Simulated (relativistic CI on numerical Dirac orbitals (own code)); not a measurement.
**Pt9+: sensitivity of the levels to the model**

Base calculation: Dirac-Coulomb-Breit CI, separate exchange-only KLI orbitals for each configuration, QED by a radiative potential, unscaled Slater integrals.

CI space (outside the closed core [Kr] 4d10): 4f14 5s2 5p6 5d, 4f14 5s2 5p6 6s, 4f14 5s2 5p6 5f, 4f14 5s2 5p5 5d2, 4f14 5s2 5p6 6p, 4f14 5s2 5p6 5g, 4f14 5s 5p6 5d2, 4f14 5s2 5p6 6d, 4f14 5s2 5p5 5d 5f, 4f14 5s2 5p6 7s, 4f14 5s2 5p6 7p, 4f13 5s2 5p6 5d2, 4f14 5s2 5p5 5d 6s, 4f14 5s2 5p6 6f. Double excitations out of closed p, d and f shells are left out; levels of such configurations are missing from the list, as are those of other unlisted configurations, and high levels can miss mixing partners.

Variants: (1) P86 correlation estimate; (2) configuration mixing switched off; (3) non-relativistic limit. Shifts of the energy above 4f14 5s2 5p6 5d 2D_3/2, in cm⁻¹, for the lowest level and the first level of each name with at least 55 % of one term (blank where a level changes its place among those of its configuration and J or its character, or is not in the variant):

```csv
Level,Base,Δ(1),Δ(2),Δ(3)
4f14 5s2 5p6 5d 2D_3/2,0,0,0,0
4f14 5s2 5p6 5d 2D_5/2,18403,+1,+59,-18403
4f14 5s2 5p6 6s 2S_1/2,245838,+6201,-4827,+61034
4f14 5s2 5p6 6p 2P°_1/2,346903,+6878,-1183,+49839
4f14 5s2 5p6 6p 2P°_3/2,385690,+6889,-2264,+11052
4f14 5s2 5p5 5d2 4D°_1/2,410537,+1779,-5139,-24210
4f14 5s2 5p5 5d2 4D°_3/2,413093,+1779,-5098,-26766
4f14 5s2 5p5 5d2 4G°_9/2,438490,+1778,-5099,-34907
4f14 5s2 5p5 5d2 4G°_11/2,444623,+1778,-5084,-41040
4f14 5s2 5p5 5d2 2D°_5/2,462306,+1828,-4835,
4f14 5s2 5p5 5d2 4F°_9/2,465123,+1779,-5101,-51150
4f14 5s2 5p5 5d2 2H°_11/2,466711,+1779,-4967,-35270
4f14 5s2 5p5 5d2 2P°_1/2,480633,+1786,-4881,-54887
4f14 5s2 5p5 5d2 2G°_9/2,483695,+1779,-5024,
4f14 5s2 5p6 6d 2D_3/2,546780,+6693,-5002,+8219
4f14 5s2 5p6 6d 2D_5/2,553522,+6693,-5038,+1477
4f14 5s2 5p6 7s 2S_1/2,620945,+7158,-5046,+31166
4f14 5s2 5p5 5d 6s 4P°_1/2,657785,+7485,-5403,+48593
4f14 5s2 5p5 5d 6s 4P°_3/2,666765,+8355,-4880,+39613
4f14 5s2 5p6 7p 2P°_1/2,668209,+7265,-3170,+27014
```

At this charge transitions that keep the count of f electrons are usually good to a few per cent. Terms inside the open d or f shell come out 10 to 20 % too wide with unscaled integrals. Levels and lines within the n = 5 or 6 shells can be off by up to 10 % or somewhat more, and those that change n by about 2 %, since core polarisation is missing. Levels that differ in their count of f electrons can be misplaced by several ten thousand cm⁻¹, since the correlation energy of f electrons is missing or only estimated; rates across such gaps can be off by orders of magnitude.

Ionisation energy from one configuration of each of the two ions, the ground ones as tabulated or assumed: base 143.823 eV; P86 correlation estimate 145.21 eV. The NIST ASD value (semi-empirical) is 144.9 ± 1.1 eV.

LS names give the leading component of a level, which can be under half, so a name can repeat, a term be missing and a line seem to break the LS rules.
